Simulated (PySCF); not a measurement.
A structure optimised at PBE-D3(BJ)/def2-SVP, used in a PySCF frequency run:

```xyz
7

N      0.9646    -0.9528     0.8026
C     -0.0597    -0.2938     0.3018
N     -1.3337    -0.6951     0.5502
S      0.2912     0.9771    -0.8191
H      1.8227    -0.3818     0.8302
H     -1.4613    -1.5670     1.0677
H     -2.0785    -0.3856    -0.0724
```
Charge 0, spin multiplicity 2.

Q: Write its SMILES and formula.

A: [NH]C(N)=S, CH3N2S

Q: What are its rotational constants (standard atomic weights)?

A: 10.826, 5.2882, 3.5640 GHz
